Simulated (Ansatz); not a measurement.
The same molecule with X = Ti, Zr, Hf. Ansatz, PBE0-D4/def2-TZVP geometries, multiplicity 1. Each molecule was computed in one conformer, which needn't be the lowest.

Elements past krypton have def2 core potentials. Scalar relativity is left out up to krypton.

```csv
X,molecule,mean X–O bond length / Å,mean X–S bond length / Å,HOMO energy (PBE/def2-TZVPP) / eV,HOMO energy (ωB97M-V/def2-TZVPP) / eV,LUMO energy (PBE/def2-TZVPP) / eV
Ti,`[OH][Ti]([OH])([OH])[SH]`,1.788,2.312,-6.09,-9.46,-2.73
Hf,`[OH][Hf]([OH])([OH])[SH]`,1.919,2.478,-5.74,-9.15,-0.90
```

(1) Give the row for X = Zr, `[OH][Zr]([OH])([OH])[SH]`. (Best estimate.)

Results:

(1) The calculation gave: 
```csv
X,molecule,mean X–O bond length / Å,mean X–S bond length / Å,HOMO energy (PBE/def2-TZVPP) / eV,HOMO energy (ωB97M-V/def2-TZVPP) / eV,LUMO energy (PBE/def2-TZVPP) / eV
Zr,`[OH][Zr]([OH])([OH])[SH]`,1.916,2.480,-5.73,-9.11,-1.30
```

From Ti to Hf the mean X–O bond length rises at each step, by 0.131 Å in all; the mean X–S bond length isn't monotonic: highest at Zr, lowest at Ti; the HOMO energy (PBE/def2-TZVPP) isn't monotonic: highest at Zr, lowest at Ti; the HOMO energy (ωB97M-V/def2-TZVPP) isn't monotonic: highest at Zr, lowest at Ti; the LUMO energy (PBE/def2-TZVPP) rises at each step, by 1.83 eV in all.
